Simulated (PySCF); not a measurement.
Compound: C₇H₁₁N₃.
Atom-mapped SMILES: `[CH2:1]=[CH:2][c:3]1[cH:4][n:5][n:6]([CH2:7][CH2:8][CH3:9])[n:10]1` (hydrogens: H11, H12 on C1; H13 on C2; H14 on C4; H15, H16 on C7; H17, H18 on C8; H19, H20, H21 on C9)

The same species was optimised twice, with GFN2-xTB and with PBE0-D3(BJ)/def2-SVP (PySCF), and the same property calculations (PySCF, gas phase) were run on both structures.

```json
{"coordinate": "N6–C7 (Å)", "GFN2-xTB": "1.434", "PBE0-D3(BJ)/def2-SVP": "1.448", "change": "+0.014"}
{"coordinate": "C2–C3 (Å)", "GFN2-xTB": "1.444", "PBE0-D3(BJ)/def2-SVP": "1.456", "change": "+0.012"}
{"coordinate": "C1=C2 (Å)", "GFN2-xTB": "1.327", "PBE0-D3(BJ)/def2-SVP": "1.337", "change": "+0.010"}
{"coordinate": "C7–C8 (Å)", "GFN2-xTB": "1.531", "PBE0-D3(BJ)/def2-SVP": "1.523", "change": "-0.008"}
{"coordinate": "N6–N10 (Å)", "GFN2-xTB": "1.307", "PBE0-D3(BJ)/def2-SVP": "1.313", "change": "+0.006"}
{"coordinate": "C4–N5 (Å)", "GFN2-xTB": "1.323", "PBE0-D3(BJ)/def2-SVP": "1.328", "change": "+0.005"}
{"coordinate": "C8–C9 (Å)", "GFN2-xTB": "1.523", "PBE0-D3(BJ)/def2-SVP": "1.519", "change": "-0.004"}
{"coordinate": "C3–C4 (Å)", "GFN2-xTB": "1.408", "PBE0-D3(BJ)/def2-SVP": "1.411", "change": "+0.003"}
{"coordinate": "N5–N6 (Å)", "GFN2-xTB": "1.312", "PBE0-D3(BJ)/def2-SVP": "1.315", "change": "+0.003"}
{"coordinate": "C3–N10 (Å)", "GFN2-xTB": "1.337", "PBE0-D3(BJ)/def2-SVP": "1.338", "change": "+0.001"}
{"coordinate": "C7–C8–C9 (°)", "GFN2-xTB": "111.7", "PBE0-D3(BJ)/def2-SVP": "113.8", "change": "+2.1"}
{"coordinate": "N6–C7–C8 (°)", "GFN2-xTB": "110.9", "PBE0-D3(BJ)/def2-SVP": "112.5", "change": "+1.6"}
{"coordinate": "C1–C2–C3 (°)", "GFN2-xTB": "123.8", "PBE0-D3(BJ)/def2-SVP": "125.0", "change": "+1.2"}
{"coordinate": "C2–C3–N10 (°)", "GFN2-xTB": "124.8", "PBE0-D3(BJ)/def2-SVP": "123.8", "change": "-1.0"}
{"coordinate": "N5–N6–N10 (°)", "GFN2-xTB": "115.2", "PBE0-D3(BJ)/def2-SVP": "116.0", "change": "+0.8"}
{"coordinate": "C4–N5–N6 (°)", "GFN2-xTB": "104.6", "PBE0-D3(BJ)/def2-SVP": "103.9", "change": "-0.7"}
{"coordinate": "C2–C3–C4 (°)", "GFN2-xTB": "128.4", "PBE0-D3(BJ)/def2-SVP": "129.0", "change": "+0.6"}
{"coordinate": "C3–N10–N6 (°)", "GFN2-xTB": "105.0", "PBE0-D3(BJ)/def2-SVP": "104.4", "change": "-0.6"}
{"coordinate": "C1–C2–C3–C4 (°)", "GFN2-xTB": "179", "PBE0-D3(BJ)/def2-SVP": "179", "change": "0"}
{"coordinate": "N5–N6–C7–C8 (°)", "GFN2-xTB": "-74", "PBE0-D3(BJ)/def2-SVP": "-76", "change": "-2"}
{"coordinate": "N6–C7–C8–C9 (°)", "GFN2-xTB": "-67", "PBE0-D3(BJ)/def2-SVP": "-63", "change": "+4"}
```

Rotational constants: A = 2614, B = 843.5, C = 718.4 MHz (GFN2-xTB) against A = 2526, B = 846.8, C = 713.5 MHz (PBE0-D3(BJ)/def2-SVP). Point groups within 0.08 Å: C1 and C1.

On the GFN2-xTB structure: HOMO (eV) -6.69 [PBE0/pcSseg-1]; LUMO (eV) -0.76 [PBE0/pcSseg-1]; dipole (D) 0.72 [PBE0/pcSseg-1]; GIAO shielding of C1 (ppm) 63.9 [PBE0/pcSseg-1]; GIAO shielding of C2 (ppm) 54.2 [PBE0/pcSseg-1]; GIAO shielding of C3 (ppm) 36.7 [PBE0/pcSseg-1]; GIAO shielding of C4 (ppm) 47.0 [PBE0/pcSseg-1]; GIAO shielding of N5 (ppm) -93.6 [PBE0/pcSseg-1]; GIAO shielding of N6 (ppm) -12.9 [PBE0/pcSseg-1]; GIAO shielding of C7 (ppm) 129.0 [PBE0/pcSseg-1]; GIAO shielding of C8 (ppm) 157.8 [PBE0/pcSseg-1].

Question: What do these properties become on the PBE0-D3(BJ)/def2-SVP structure?

Answer: 
```json
{"property": "HOMO (eV)", "level": "PBE0/pcSseg-1", "on GFN2-xTB": "-6.69", "on PBE0-D3(BJ)/def2-SVP": "-6.71", "change": "-0.02"}
{"property": "LUMO (eV)", "level": "PBE0/pcSseg-1", "on GFN2-xTB": "-0.76", "on PBE0-D3(BJ)/def2-SVP": "-0.79", "change": "-0.03"}
{"property": "dipole (D)", "level": "PBE0/pcSseg-1", "on GFN2-xTB": "0.72", "on PBE0-D3(BJ)/def2-SVP": "0.77", "change": "+0.05"}
{"property": "energy, GFN2-xTB geometry as zero (kcal/mol)", "level": "PBE0/pcSseg-1", "on GFN2-xTB": "0.0", "on PBE0-D3(BJ)/def2-SVP": "-1.0", "change": "-1.0"}
{"property": "GIAO shielding of C1 (ppm)", "level": "PBE0/pcSseg-1", "on GFN2-xTB": "63.9", "on PBE0-D3(BJ)/def2-SVP": "61.0", "change": "-2.9"}
{"property": "GIAO shielding of C2 (ppm)", "level": "PBE0/pcSseg-1", "on GFN2-xTB": "54.2", "on PBE0-D3(BJ)/def2-SVP": "51.6", "change": "-2.6"}
{"property": "GIAO shielding of C3 (ppm)", "level": "PBE0/pcSseg-1", "on GFN2-xTB": "36.7", "on PBE0-D3(BJ)/def2-SVP": "35.8", "change": "-0.9"}
{"property": "GIAO shielding of C4 (ppm)", "level": "PBE0/pcSseg-1", "on GFN2-xTB": "47.0", "on PBE0-D3(BJ)/def2-SVP": "45.8", "change": "-1.2"}
{"property": "GIAO shielding of N5 (ppm)", "level": "PBE0/pcSseg-1", "on GFN2-xTB": "-93.6", "on PBE0-D3(BJ)/def2-SVP": "-96.1", "change": "-2.5"}
{"property": "GIAO shielding of N6 (ppm)", "level": "PBE0/pcSseg-1", "on GFN2-xTB": "-12.9", "on PBE0-D3(BJ)/def2-SVP": "-16.4", "change": "-3.5"}
{"property": "GIAO shielding of C7 (ppm)", "level": "PBE0/pcSseg-1", "on GFN2-xTB": "129.0", "on PBE0-D3(BJ)/def2-SVP": "127.3", "change": "-1.7"}
{"property": "GIAO shielding of C8 (ppm)", "level": "PBE0/pcSseg-1", "on GFN2-xTB": "157.8", "on PBE0-D3(BJ)/def2-SVP": "157.5", "change": "-0.3"}
```

The heavy atoms differ by 0.035 Å rms after alignment. Among bonds between heavy atoms N6–C7 changes most (+0.014 Å). Changes are differences of the printed values. Neither structure is proved a minimum here.

The values belong to the conformer `[CH2:1]=[CH:2][c:3]1[cH:4][n:5][n:6]([CH2:7][CH2:8][CH3:9])[n:10]1`: C1–C2–C3–C4 179°, N5–N6–C7–C8 -76°, N6–C7–C8–C9 -63°.
